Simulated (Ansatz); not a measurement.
Steps of a relaxation of `OB1CC1Br` with RKS PBE0-D4/def2-TZVP.

```sh
$ ansatz run in.yaml --threads 4 --pin off --events-out ev --progress --plain --max-ram 10444MiB
```

```yaml
crystal:
  periodic: [false, false, false]
  atoms:
    - {symbol: O, position_ang: [1.019369, 1.804641, 0.179294]}
    - {symbol: B, position_ang: [0.455501, 0.584629, 0.185806]}
    - {symbol: C, position_ang: [0.621778, -0.917305, -0.088806]}
    - {symbol: C, position_ang: [-0.797964, -0.306072, 0.162369]}
    - {symbol: Br, position_ang: [-2.082713, -0.197136, -1.298815]}
    - {symbol: H, position_ang: [0.354830, 2.515589, 0.263186]}
    - {symbol: H, position_ang: [0.876698, -1.185555, -1.131887]}
    - {symbol: H, position_ang: [0.941398, -1.689199, 0.632012]}
    - {symbol: H, position_ang: [-1.300496, -0.655891, 1.079741]}
basis:
  gaussian: {orbitals: def2-TZVP}
hamiltonian: {xc: pbe0, dispersion: d4}
relax: {f_tol: 0.005, max_steps: 150}
```

Positions (Å) and forces (eV/Å) along the path, 9 of 9 steps:

```xyz
9
step=1 energy=-74897.1468 eV
O     1.019    1.805    0.179   -0.726    0.053    0.082
B     0.456    0.585    0.186   -0.037   -0.189   -0.099
C     0.622   -0.917   -0.089    0.065   -0.108   -0.112
C    -0.798   -0.306    0.162   -0.007   -0.027    0.243
Br   -2.083   -0.197   -1.299    0.295   -0.034    0.307
H     0.355    2.516    0.263    0.487   -0.460   -0.054
H     0.877   -1.186   -1.132   -0.164    0.126    0.548
H     0.941   -1.689    0.632   -0.192    0.448   -0.365
H    -1.300   -0.656    1.080    0.278    0.191   -0.550
9
step=2 energy=-74897.1813 eV
O     1.012    1.797    0.179   -0.277   -0.025    0.037
B     0.453    0.582    0.183    0.023   -0.133   -0.058
C     0.619   -0.912   -0.091   -0.001    0.030   -0.063
C    -0.793   -0.303    0.163    0.010   -0.008    0.067
Br   -2.062   -0.203   -1.290    0.096    0.001    0.096
H     0.357    2.502    0.268    0.164   -0.100   -0.013
H     0.859   -1.186   -1.122   -0.042    0.032    0.167
H     0.935   -1.670    0.626   -0.051    0.142   -0.082
H    -1.290   -0.653    1.067    0.079    0.059   -0.150
9
step=3 energy=-74897.1859 eV
O     1.005    1.791    0.176   -0.047   -0.014    0.018
B     0.450    0.577    0.176    0.039   -0.017   -0.011
C     0.618   -0.910   -0.093   -0.003    0.021   -0.052
C    -0.792   -0.304    0.162   -0.002    0.003    0.020
Br   -2.054   -0.198   -1.286    0.004    0.001   -0.006
H     0.357    2.495    0.276    0.019    0.034   -0.001
H     0.854   -1.191   -1.118    0.001   -0.024   -0.007
H     0.936   -1.656    0.628    0.001    0.004    0.028
H    -1.285   -0.650    1.062   -0.012   -0.010    0.011
9
step=4 energy=-74897.1767 eV rejected
O     0.997    1.790    0.223    0.153    0.116   -0.233
B     0.455    0.576    0.157   -0.147   -0.031    0.218
C     0.620   -0.909   -0.112   -0.007   -0.108    0.163
C    -0.788   -0.307    0.167   -0.014    0.048   -0.219
Br   -2.050   -0.192   -1.284   -0.002    0.001   -0.001
H     0.355    2.506    0.260   -0.039   -0.026    0.130
H     0.845   -1.227   -1.126   -0.028   -0.010   -0.049
H     0.938   -1.632    0.633    0.063    0.025   -0.028
H    -1.285   -0.651    1.065    0.020   -0.015    0.020
9
step=5 energy=-74897.1868 eV
O     1.002    1.792    0.181    0.016    0.000   -0.013
B     0.451    0.577    0.168   -0.004    0.005    0.014
C     0.618   -0.910   -0.099    0.003   -0.003   -0.034
C    -0.791   -0.304    0.162   -0.011   -0.005    0.008
Br   -2.051   -0.197   -1.289    0.007    0.001   -0.001
H     0.358    2.500    0.285   -0.006    0.014    0.009
H     0.846   -1.209   -1.120    0.004   -0.012   -0.001
H     0.941   -1.644    0.633    0.004    0.005    0.013
H    -1.285   -0.650    1.062   -0.012   -0.005    0.005
9
step=6 energy=-74897.1872 eV
O     1.000    1.792    0.179    0.027    0.010   -0.013
B     0.450    0.577    0.162   -0.020    0.002    0.015
C     0.617   -0.910   -0.104    0.012   -0.001   -0.005
C    -0.792   -0.306    0.163    0.000   -0.004    0.001
Br   -2.048   -0.197   -1.290   -0.003    0.005   -0.004
H     0.361    2.502    0.296   -0.010   -0.005    0.004
H     0.842   -1.221   -1.122   -0.007   -0.005    0.004
H     0.946   -1.633    0.637    0.001    0.005    0.002
H    -1.288   -0.651    1.062   -0.001   -0.006   -0.003
9
step=7 energy=-74897.1872 eV
O     1.000    1.793    0.177    0.013    0.009   -0.009
B     0.450    0.578    0.159   -0.012   -0.007    0.004
C     0.618   -0.909   -0.106   -0.001   -0.007   -0.022
C    -0.792   -0.307    0.164   -0.001   -0.003    0.028
Br   -2.045   -0.192   -1.292    0.004    0.001   -0.003
H     0.362    2.503    0.301   -0.007   -0.009    0.002
H     0.834   -1.232   -1.122    0.014    0.005    0.007
H     0.951   -1.624    0.641   -0.005    0.002   -0.003
H    -1.289   -0.658    1.060   -0.004    0.009   -0.004
9
step=8 energy=-74897.1873 eV
O     1.000    1.793    0.174   -0.002    0.005   -0.002
B     0.449    0.578    0.160    0.002   -0.007    0.004
C     0.618   -0.909   -0.106    0.001   -0.003   -0.004
C    -0.792   -0.307    0.166    0.002    0.005    0.005
Br   -2.044   -0.190   -1.291   -0.002    0.002   -0.001
H     0.360    2.501    0.302   -0.001   -0.004   -0.002
H     0.837   -1.231   -1.122   -0.001    0.001    0.005
H     0.950   -1.624    0.641    0.000    0.002   -0.002
H    -1.291   -0.658    1.061    0.000   -0.001   -0.004
9
step=9 energy=-74897.1873 eV
O     0.999    1.793    0.174   -0.004    0.002   -0.001
B     0.450    0.577    0.161    0.004   -0.003    0.002
C     0.618   -0.910   -0.106    0.003    0.002   -0.003
C    -0.792   -0.307    0.166    0.000    0.002    0.003
Br   -2.043   -0.187   -1.291    0.000    0.001   -0.001
H     0.359    2.500    0.300    0.001   -0.001   -0.001
H     0.838   -1.230   -1.122   -0.002    0.000    0.001
H     0.951   -1.625    0.640   -0.002    0.000    0.001
H    -1.291   -0.658    1.061    0.001   -0.001   -0.001
```

Hardware: 4 threads of an Arm Neoverse V2 on a shared host. Wall time 33 s, peak host memory 0.52 GiB.
